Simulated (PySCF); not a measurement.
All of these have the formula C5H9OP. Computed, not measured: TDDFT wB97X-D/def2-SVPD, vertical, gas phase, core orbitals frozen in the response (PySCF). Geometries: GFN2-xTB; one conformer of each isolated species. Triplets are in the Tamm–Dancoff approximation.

Problem. Rank by computed lowest singlet excitation energy, lowest first.
A. `C=C[C@@H]1CC[P@H]1=O`
B. `COC1=C(C)P1C`
C. `C#C[P@](=O)(C)CC`
D. `C=C[P@@H](=O)/C=C\C`

Solution. B (5.15 eV), D (6.02 eV), C (6.24 eV), A (7.02 eV).

```
              SMILES  S1 (eV)  HOMO (eV)  f (S1)  first f ≥ 0.01 (nm)  T1 (eV)    S1 mainly
        COC1=C(C)P1C     5.15      -7.74   0.004                  216     4.35  H→L+1 (65%)
 C=C[P@@H](=O)/C=C\C     6.02      -9.67   0.010                  206     4.32  H-1→L (84%)
   C#C[P@@](C)(=O)CC     6.24      -9.65   0.000                  175     5.20  H-2→L (43%)
C=C[C@@H]1CC[P@H]1=O     7.02      -9.46   0.043                  177     4.59    H→L (51%)
```

H and L stand for HOMO and LUMO.

- `COC1=C(C)P1C`: Löwdin shares by element: HOMO carbon 49% or more, phosphorus 31% (atoms not listed hold the other 20%); LUMO carbon 23% or more, phosphorus 15%, oxygen 11% (atoms not listed hold the other 52%).
- `C=C[P@@H](=O)/C=C\C`: Löwdin shares by element: HOMO oxygen 45%, carbon 23% or more, phosphorus 14% (atoms not listed hold the other 18%); LUMO carbon 69% or more (atoms not listed hold the other 31%).
- `C#C[P@@](C)(=O)CC`: Löwdin shares by element: HOMO oxygen 54%, carbon 21% or more, phosphorus 14%; LUMO carbon 60% or more, phosphorus 14%, hydrogen 7% or more (atoms not listed hold the other 20%).
- `C=C[C@@H]1CC[P@H]1=O`: Löwdin shares by element: HOMO carbon 45% or more, oxygen 26% (atoms not listed hold the other 29%); LUMO carbon 66% or more, hydrogen 6% or more (atoms not listed hold the other 28%).
